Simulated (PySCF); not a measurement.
# One molecule, several mistakes: BCH9Si2

Calculated results; nothing here was measured. The program is PySCF 2.14.0, an open-source quantum chemistry code, run on an isolated molecule that a program drew, which may never have been made. The molecule is BCH9Si2 (charge 0, singlet), drawn as the SMILES string `BC([SiH3])[SiH3]`.

Each row is a Hartree-Fock (HF) and frozen-core CCSD(T) single point in the cc-pV(D+d)Z basis, meant for a local HF minimum. Run 1 is clean. Each other run has one planted mistake out of seven kinds, and not every kind appears here: one electron removed, one electron added, multiplicity raised by two, geometry at a saddle point, minimal basis STO-3G, one bond length entered in bohr, all coordinates scaled. The reference is restricted for singlets and unrestricted otherwise, and also for a bond in bohr. Adding or removing an electron swaps singlet and doublet. Electrons count all cores. HOMO and LUMO are orbital energies over both spins, the gradient is its largest component, and the lowest frequency (negative if imaginary) is given only where the gradient is small. Bond lengths are over the 12 bonds as drawn. T1 is the CCSD diagnostic: over 0.02 (restricted) or 0.045 (unrestricted) a single reference is doubtful.

Geometry of the clean run:
```xyz
13
BCH9Si2, angstrom
B    -2.4740    0.0114   -0.8134
C    -1.3689   -0.9333   -0.2426
Si   -0.8047   -0.3501    1.4725
Si   -1.9860   -2.7264   -0.1778
H    -3.5252    0.1316   -0.2386
H    -2.3069    0.6339   -1.8267
H    -0.4767   -0.9329   -0.8811
H    -0.3640    1.0645    1.4197
H    -1.9079   -0.4629    2.4535
H     0.3371   -1.1752    1.9312
H    -3.0830   -2.8677    0.8065
H    -0.8723   -3.6247    0.2059
H    -2.4886   -3.1509   -1.5065
```

| run | electrons | basis functions | <S^2> | HOMO (eV) | LUMO (eV) | gradient (hartree/bohr) | lowest frequency (cm^-1) | mean bond (Å) | longest bond (Å) | T1 | HF (hartree) | CCSD(T) (hartree) | mistake |
|---|---|---|---|---|---|---|---|---|---|---|---|---|---|
| 1 | 48 | 119 | 0.000 | -11.70 | 2.13 | 3.0e-05 | 47 | 1.4790 | 1.897 | 0.0114 | -645.65533 | -646.18036 | no fault |
| 2 | 48 | 119 | 0.628 | -9.27 | 1.65 | 2.2e-02 | - | 1.5681 | 2.269 | 0.0561 | -645.53483 | -646.06185 | one bond length entered in bohr |
| 3 | 47 | 119 | 0.770 | -17.42 | -8.77 | 7.1e-02 | - | 1.4790 | 1.897 | 0.0343 | -645.27674 | -645.78472 | one electron removed |
| 4 | 48 | 119 | 0.000 | -11.48 | 1.93 | 2.7e-02 | - | 1.5544 | 1.994 | 0.0119 | -645.63020 | -646.16116 | all coordinates scaled |
| 5 | 49 | 119 | 0.762 | 0.18 | 8.08 | 2.8e-02 | - | 1.4790 | 1.897 | 0.0130 | -645.61072 | -646.15909 | ? |
| 6 | 48 | 119 | 2.024 | -6.13 | -2.53 | 1.1e-01 | - | 1.4790 | 1.897 | 0.0891 | -645.45210 | -645.98255 | ? |

**Which mistake was planted in run 5, and what did it cost?**

It counts 49 electrons, one more than the clean run, at the same geometry and basis. So the mistake is: one electron added. Subtracting run 1 and multiplying by 627.51 kcal/mol a hartree, the energy moved by 28.0 kcal/mol in HF and 13.3 kcal/mol in CCSD(T).

**Which mistake was planted in run 6, and what did it cost?**

Electrons, basis and geometry are unchanged, and <S^2> is 2.024, beside S(S+1) = 2.00 for a multiplicity of 3. So the mistake is: multiplicity raised by two. Subtracting run 1 and multiplying by 627.51 kcal/mol a hartree, the energy moved by 127.5 kcal/mol in HF and 124.1 kcal/mol in CCSD(T).

Cautions from the logs. Run 2: T1 is over the limit, so its CCSD(T) energy is less reliable; run 5: the HOMO is above zero, so the electron isn't bound and the energy depends on the basis; run 6: T1 is over the limit, so its CCSD(T) energy is less reliable.
